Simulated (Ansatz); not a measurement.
Basis-set extrapolation for AlBH8OSi2, SMILES `[BH2][Al]([SiH3])[O][SiH3]` (PBE0-D4/def2-TZVP geometry, frozen core, Ansatz 0.2.0). Multiplicity 1, RHF reference.

|  | def2-TZVPP | def2-QZVPP |
| --- | --- | --- |
| HF | -924.122295 | -924.152994 |
| MP2 correlation | -0.655999 | -0.705375 |
| CCSD(T) correlation | -0.751823 | not run |

Energies in hartree. Use E(X) = E(∞) + A·exp(−7.88·√X) for Hartree–Fock and E(X) = E(∞) + B·X^(−2.97) for correlation, with X = 3 and 4, and add CCSD(T) minus MP2 of the smaller set to the MP2 limit.

Q: What is the CCSD(T) energy at the basis-set limit?

A: HF limit: -924.152994 + (-0.030699) × 0.13774 = -924.15722. MP2 limit: -0.705375 + (-0.049376) × 0.74074 = -0.74195. Higher-order term: -0.751823 − (-0.655999) = -0.09582. Total: -924.99499 hartree, 75.8 kcal/mol below CCSD(T)/def2-TZVPP.
